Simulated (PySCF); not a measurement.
## Level sweep

C₂H₅GaO.
Z-matrix (Å and degrees, PBE0-D3(BJ)/def2-SVP geometry), rows numbered from 1:
```
C 
C   1  1.3381
O   2  1.3393  1  126.89
Ga  3  1.8052  2  127.68  1   -39.08
H   1  1.0941  2  122.04  3    -0.24
H   1  1.0907  2  119.92  3  -179.25
H   2  1.0994  1  120.29  3   178.22
H   4  1.5552  3  111.49  2   168.92
H   4  1.5596  3  116.40  2   -13.13
```

PySCF, dipoles from the SCF density, polarisabilities from static response with core orbitals frozen. Geometry: PBE0-D3(BJ)/def2-SVP, one conformer, isolated molecule. The LDA/def2-SVPD calculation is non-relativistic and has no spin–orbit coupling, an omission that weighs most on gallium.

The anisotropy is √(½[(α1 − α2)² + (α2 − α3)² + (α3 − α1)²]).

| level | μ (D) | α (au) | anisotropy (au) |
| --- | --- | --- | --- |
| LDA/def2-SVPD | 1.213 | 63.66 | 32.73 |
| PBE/def2-SVPD | 1.205 | 62.68 | 31.94 |
| B3LYP/def2-SVPD | 1.331 | 59.99 | 28.29 |
| PBE0/def2-SVPD | 1.374 | 59.03 | 27.01 |
| BHandHLYP/def2-SVPD | 1.471 | 56.69 | 24.16 |
| CAM-B3LYP/def2-SVPD | 1.402 | 58.38 | 25.84 |
| wB97X-D/def2-SVPD | 1.415 | 58.47 | 25.24 |
| LC-wPBE/def2-SVPD | 1.432 | 56.51 | 23.89 |
| HF/def2-SVPD | 1.550 | 53.74 | 20.17 |
| PBE0/6-31G* | 1.249 | 48.50 | 32.08 |
| PBE0/def2-SVP | 1.281 | 50.22 | 31.20 |
| PBE0/aug-cc-pVDZ | 1.367 | 60.47 | 27.62 |
| PBE0/def2-TZVP | 1.312 | 56.51 | 28.91 |
| PBE0/def2-TZVPD | 1.365 | 60.29 | 27.29 |

The dipole runs from 1.21 D (PBE/def2-SVPD) to 1.55 D (HF/def2-SVPD). No reference polarisability is at hand; against PBE0 in the largest diffuse basis at hand (def2-TZVPD) the other PBE0 rows deviate by 6-31G* -20%, def2-SVP -17%, def2-SVPD -2%, aug-cc-pVDZ 0%, def2-TZVP -6%. In one basis (def2-SVPD) the functionals order the polarisability from HF (lowest) to LDA (highest), a spread of 18%. With PBE0 the polarisability is 51.74 au without diffuse functions (mean of 6-31G*, def2-SVP and def2-TZVP) and 59.93 au with them (mean of def2-SVPD, aug-cc-pVDZ and def2-TZVPD).
